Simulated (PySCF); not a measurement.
C$_{4}$H$_{5}$ (SMILES C=C1[CH-]C1), charge -1, singlet, geometry from GFN2-xTB. Base run: DF-HF/cc-pVDZ (PySCF).

Input for PySCF:
```python
from pyscf import gto, scf

mol = gto.M(
    atom='''
C     0.02175028   -0.12408657    0.25511709
C    -0.03382703   -0.78243920   -0.96149211
C    -0.03562593    0.72694132   -0.96482053
C    -0.03703522   -0.02725049    1.59144410
H     0.74712244   -1.39169963   -1.41643569
H     0.85066478    1.35445423   -1.19119110
H    -0.95600069    1.25563075   -1.25226488
H     0.06907213   -0.89566575    2.23581421
H    -0.20243112    0.91829006    2.10258625
''',
    basis='cc-pvdz',
    charge=-1,
    verbose=5,
)

mf = scf.RHF(mol)
mf = mf.density_fit(auxbasis='def2-universal-jkfit')
mf.kernel()
```

The base run was repeated with changes; each row names its change, and settings that it needs were set with it.

```csv
change,basis functions,E (Eh),HOMO (eV),HOMO-LUMO gap (eV)
base,81,-154.23428,-1.01,11.44
basis = STO-3G,25,-152.20018,2.58,13.90
basis = 6-31G,46,-154.14311,-0.68,11.85
basis = 6-31G*,66,-154.21159,-0.78,12.07
basis = def2-SVP,81,-154.11219,-1.05,11.41
basis = def2-SVPD,120,-154.12443,-1.30,8.17
basis = 6-311++G**,123,-154.27103,-1.39,5.82
basis = aug-pcseg-1,137,-154.19912,-1.40,5.05
"basis = 6-311+G(2d,p)",138,-154.27567,-1.40,7.05
basis = pcseg-2,190,-154.28002,-1.35,8.35
basis = cc-pVTZ,190,-154.28136,-1.23,10.00
basis = def2-TZVPD,193,-154.28917,-1.37,7.11
basis = def2-TZVPP,194,-154.28854,-1.30,10.29
```

Totals compare only among sets that treat the same electrons; sets with core potentials leave the core out.
